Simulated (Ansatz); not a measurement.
`[SnH3][SnH3]` + `O=CO` → `O=C[O][SnH3]` + `[SnH4]` at 600 K and 1 bar (cleavage of the Sn–Sn bond).

Calculated with Ansatz (gas phase, PBE0-D4/def2-TZVP geometries, no zero-point term in ΔE). CCSD(T)/CBS is the MP2 limit (def2-TZVPP, def2-QZVPP) plus CCSD(T) − MP2 in def2-TZVPP, frozen cores. This one scheme is used for every species. Elements past krypton have def2 core potentials. For Sn outer-core shells are correlated without core-valence functions, which leaves a few kJ/mol of doubt a bond. Each species was taken in one conformer, which may not be the lowest.

| species | CCSD(T)/CBS energy (Eh) | H − E (kJ/mol) | S (J/(mol·K)) |
| --- | --- | --- | --- |
| `[SnH3][SnH3]` | -431.62947 | 159.1 | 407.0 |
| `O=CO` | -189.60296 | 117.0 | 286.2 |
| `O=C[O][SnH3]` | -404.83174 | 166.7 | 399.3 |
| `[SnH4]` | -216.39156 | 98.5 | 271.3 |

H − E and S are ideal-gas, rigid-rotor, harmonic terms from PBE0-D4/def2-TZVP, for one conformer and one mirror image of each species. 1 Eh = 2625.50 kJ/mol, R = 8.31446 J/(mol·K).

Question: By hand: ΔE, ΔH, ΔS and ΔG.

Answer: ΔE = (-404.83174) + (-216.39156) − (-431.62947) − (-189.60296) = 0.00913 Eh = 24.0 kJ/mol. Δ(H − E) = 166.7 + 98.5 − 159.1 − 117.0 = -10.9, so ΔH = 13.1 kJ/mol. ΔS = 399.3 + 271.3 − 407.0 − 286.2 = -22.6 J/(mol·K). ΔG = 13.1 − 600 × (-22.6)/1000 = 26.7 kJ/mol.

Question: By hand: the equilibrium constant, and the temperature at which ΔG would vanish if ΔH and ΔS stayed fixed.

Answer: log₁₀ K = −ΔG/(RT ln 10) = -2.3. ΔH and −TΔS have one sign here, so there is no such temperature.

TΔS isn't small against ΔH here. A doubt of 5 kJ/mol in ΔE shifts log₁₀ K by 0.4 here. Other conformers and mirror images would add mixing entropy, several J/(mol·K) or more a flexible species. These are equilibria of isolated gas molecules and say nothing of rates. Largest T1 diagnostic: 0.017 (customary marks: 0.02 for closed shells, 0.045 for open ones).
